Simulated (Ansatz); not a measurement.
Reaction R1 + R2 → P1 + P2, each structure at its B3LYP-D3(BJ)/def2-TZVP stationary point, reached from a drawn start (curvature not checked).
P1: F atom, charge 0, multiplicity 2.
R1: H atom, charge 0, multiplicity 2.
P2: SiH4 (SMILES [SiH4]), charge 0, multiplicity 1.
R2: FH3Si (SMILES F[SiH3]), charge 0, multiplicity 1.

P less R. No zero-point or thermal terms; singlets are restricted closed shells; open shells are unrestricted; no spin–orbit coupling.

Frozen-core correlation throughout.

Run with Ansatz (Gaussian orbitals). No computed number here is a measurement.

PBE/def2-TZVPP gives 59.45 kcal/mol for the reaction energy.

Q: How do the other levels lie against it? Give each less PBE: r2SCAN/def2-TZVPP, PBE0/def2-TZVPP, wB97M-V/def2-TZVPP, B2PLYP/def2-TZVPP, MP2/cc-pV(Q+d)Z, CCSD(T)/cc-pV(Q+d)Z.

A: r2SCAN/def2-TZVPP -3.25; PBE0/def2-TZVPP -4.84; wB97M-V/def2-TZVPP -3.60; B2PLYP/def2-TZVPP -3.53; MP2/cc-pV(Q+d)Z 7.58; CCSD(T)/cc-pV(Q+d)Z -2.74 kcal/mol. 1 of 6 lie above PBE; the widest gap is to MP2/cc-pV(Q+d)Z.

Ansatz is an electronic-structure program.
